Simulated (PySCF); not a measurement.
UHF on Cr⁺ (chromium, charge +1)

Configuration: [Ar] 3d5, high-spin 6S determinant. All numbers are calculated (PySCF 2.14, the non-relativistic Hamiltonian (point nucleus), in aug-cc-pVDZ (7s6p4d2f, 59 functions)).

```
Total energy                                     : -1043.137869 hartree
One-electron energy                              : -1433.5041 hartree
Hartree (Coulomb) energy                         : 438.0509 hartree
Exchange energy                                  : -47.6846 hartree
Kinetic energy                                   : 1043.42332 hartree
⟨S²⟩                                             : 8.7501
⟨L²⟩                                             : 0.000
Sum of ⟨r⟩                                       : 16.58 bohr
Sum of ⟨r²⟩                                      : 20.87 bohr²
Density at the nucleus (Gaussians lack the cusp) : 9260 bohr⁻³
Spin density at the nucleus                      : -0.429 bohr⁻³
Langevin diamagnetic susceptibility              : -16.5 ×10⁻⁶ cm³/mol
Time after the integrals                         : 0.41 s of wall time on 1 thread of Neoverse-N1 (shared host)
```

```csv
shell,electrons,mean orbital energy (hartree),"rms radius, mean of both spins (bohr)"
1s α,1,-220.63702,0.0743
1s β,1,-220.63632,0.0743
2s α,1,-26.50847,0.319
2s β,1,-26.40804,0.319
2p α,3,-22.44021,0.288
2p β,3,-22.33964,0.288
3s α,1,-3.72101,0.982
3s β,1,-3.37446,0.982
3p α,3,-2.53305,1.06
3p β,3,-2.10564,1.06
3d α,5,-0.64610,1.51
```
